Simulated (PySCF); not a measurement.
PySCF 2.14 output of an unrestricted B3LYP calculation on a single atom or ion in aug-cc-pVDZ-DK (6s5p3d, 36 functions), with scalar relativity by spin-free X2C-1e:

```
SCF conv_tol = 1e-09
number electrons alpha = 18  beta = 15
    P. J. Stephens, F. J. Devlin, C. F. Chabalowski, and M. J. Frisch.,  J. Phys. Chem. 98, 11623 (1994)
cycle= 1 E= -2260.65535750529  delta_E= -0.00658  |g|= 0.0395  |ddm|= 0.415
cycle= 2 E= -2260.65566554423  delta_E= -0.000308  |g|= 0.0166  |ddm|= 0.0755
cycle= 3 E= -2260.65574520434  delta_E= -7.97e-05  |g|= 0.00143  |ddm|= 0.0388
cycle= 4 E= -2260.65574647379  delta_E= -1.27e-06  |g|= 3.22e-05  |ddm|= 0.0074
cycle= 5 E= -2260.65574647569  delta_E= -1.9e-09  |g|= 6.44e-07  |ddm|= 0.000325
cycle= 6 E= -2260.65574647569  delta_E= -1.36e-12  |g|= 2.77e-08  |ddm|= 6.15e-06
converged SCF energy = -2260.65574647569  <S^2> = 3.7503811  2S+1 = 4.0001905
```

The run itself started from symmetry-adapted Hartree-Fock orbitals and held the occupation by maximum overlap, on a logarithmic radial grid, so the iterations belong to that start.

**Question.** Which element, charge and spin multiplicity is this?

**Answer.** As (arsenic, neutral), multiplicity 4; the state was [Ar] 3d10 4s2 4p3, high-spin 4S determinant.
